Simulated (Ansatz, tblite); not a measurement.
Species of one formula, CoO$_{3}$F$_{3}$H$_{6}$ (singlet), each relaxed with r2SCAN-D4/def2-SVP in Ansatz.

The xTB rows come from tblite.

Run but left out: HF/STO-3G (A: restricted singlet, unstable in another Hartree–Fock run and untested here); HF/def2-SVP, HF/def2-TZVP, MP2/def2-SVP, MP2/def2-TZVP, CCSD/def2-SVP, CCSD(T)/def2-SVP (A: restricted singlet, unstable towards broken spin symmetry).

A: The restricted singlet is unstable towards broken spin symmetry in Hartree–Fock (as tested in another run); at LDA (SPW92)/def2-TZVP, PBE-D4/def2-SVP, PBE-D4/def2-TZVP, revPBE-D4/def2-TZVP and others this wasn't settled. B: The restricted singlet is unstable towards broken spin symmetry in Hartree–Fock (as tested in another run); at LDA (SPW92)/def2-TZVP, PBE-D4/def2-SVP, PBE-D4/def2-TZVP, revPBE-D4/def2-TZVP and others this wasn't settled.

Other spin states weren't relaxed.

A: mer-CoF3(H2O)3 (CoO3F3H6)

Cartesian coordinates in Å:
```
Co 0.1633 -0.0680 -0.0589
F 0.0812 -0.5646 -1.7894
F 0.0087 0.4719 1.7053
F 1.9159 0.2430 -0.1479
O -1.7567 -0.3820 0.2048
O 0.6271 -1.9210 0.1435
O -0.0521 1.8417 -0.2994
H -2.2718 0.2441 -0.3274
H -1.7135 -0.0229 1.1202
H 1.5892 -1.7608 0.2402
H 0.5126 -2.0060 -0.8408
H 0.8545 1.9956 -0.6358
H 0.0415 1.9290 0.6857
```

B: fac-CoF3(H2O)3 (CoO3F3H6)

```xyz
13

Co    0.070   -0.018    0.191
F     0.978   -1.515    0.659
F     1.246    1.208    0.819
F    -1.105    0.016    1.569
O    -0.912    1.606   -0.303
O    -1.202   -1.352   -0.478
O     1.352   -0.057   -1.293
H    -0.191    2.174    0.055
H    -1.506    1.507    0.475
H    -1.776   -1.230    0.313
H    -0.610   -2.086   -0.195
H     1.753   -0.888   -0.951
H     1.903    0.635   -0.860
```

Estimate which lies lowest at each level, and how far above it the others are (eV).


```
                level     A     B
             GFN1-xTB  0.11  0.00
             GFN2-xTB  0.17  0.00
LDA (SPW92)/def2-TZVP  0.11  0.00
      PBE-D4/def2-SVP  0.25  0.00
     PBE-D4/def2-TZVP  0.10  0.00
  revPBE-D4/def2-TZVP  0.09  0.00
  r2SCAN-D4/def2-TZVP  0.05  0.00
 r2SCANh-D4/def2-TZVP  0.02  0.00
     PBE0-D4/def2-SVP  0.16  0.00
    PBE0-D4/def2-TZVP  0.02  0.00
```
Point groups (tolerance 0.1 Å): A not assigned, B C3v. A and B have the same bonds, so they are conformers or stereoisomers. From def2-SVP to def2-TZVP the PBE0 values move by up to 0.14 eV, so results in the small set are rough.
